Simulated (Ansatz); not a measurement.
Consider the cleavage of the Sn–Si bond: `F[SiH2][SnH3]` + CH₃OH → `C[O][SnH3]` + `F[SiH3]`.

Calculated with Ansatz (gas phase, PBE0-D4/def2-TZVP geometries, no zero-point term in ΔE). CCSD(T)/CBS is the MP2 limit (def2-TZVPP, def2-QZVPP) plus CCSD(T) − MP2 in def2-TZVPP, frozen cores. This one scheme is used for every species. Functionals use def2-TZVPP. Elements past krypton have def2 core potentials. For Sn outer-core shells are correlated without core-valence functions, which leaves a few kJ/mol of doubt a bond.

```
   level  ΔE (eV)
BHLYP-D4     0.03
    BLYP     0.02
```

Question: What does CCSD(T)/CBS give? (Estimate.)

Answer: Ansatz gave: +0.01 eV. The listed levels differ from it by 0.02, 0.01 eV.

Largest T1 diagnostic among the species: 0.013.

From r2SCAN to r2SCAN0 (25 % exact exchange), in def2-TZVPP and without D4, ΔE moves by +0.05 eV. Leaving LDA and LC-ωPBE aside and taking each functional with its dispersion term where it has one, the values, not all of them listed here, spread over 0.21 eV, from B97M-V to HSE06-D4. LDA lies +0.06 eV from PBE without D4. In def2-TZVPP, CCSD(T) changes the Hartree–Fock value by +0.09 eV (the triples alone add −0.01 eV) and MP2 by +0.05 eV.
